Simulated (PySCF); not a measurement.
Precursor series Zr NH2-H. Isolated molecules, 0 K electronic values unless said otherwise. One relaxed conformer stands for each flexible species; it need not be the lowest.

The numbers are results of TPSSh-D3(BJ)/def2-TZVP // BP86-D3(BJ)/def2-SVP in PySCF, not measurements. 

```
species                                    charge on the central atom (Mulliken) (e)  HOMO (eV)  HOMO–LUMO gap (eV)  coordination number  mean distance from the central atom to its bonded neighbours (Å)
-----------------------------------------  -----------------------------------------  ---------  ------------------  -------------------  ----------------------------------------------------------------
0 of 4 NH2 replaced by H ([Zr(NH2)4])                                           1.72      -5.93                5.57                    4                                                             2.060
1 of 4 NH2 replaced by H ([Zr(NH2)3(H)])                                        1.40      -6.39                5.97                    4                                                             2.002
2 of 4 NH2 replaced by H ([Zr(NH2)2(H)2])                                       1.17      -6.78                5.11                    4                                                             1.953
3 of 4 NH2 replaced by H ([Zr(NH2)(H)3])                                        0.96      -7.28                4.91                    4                                                             1.904
4 of 4 NH2 replaced by H                                                        0.81      -7.96                5.05                    4                                                             1.855
```
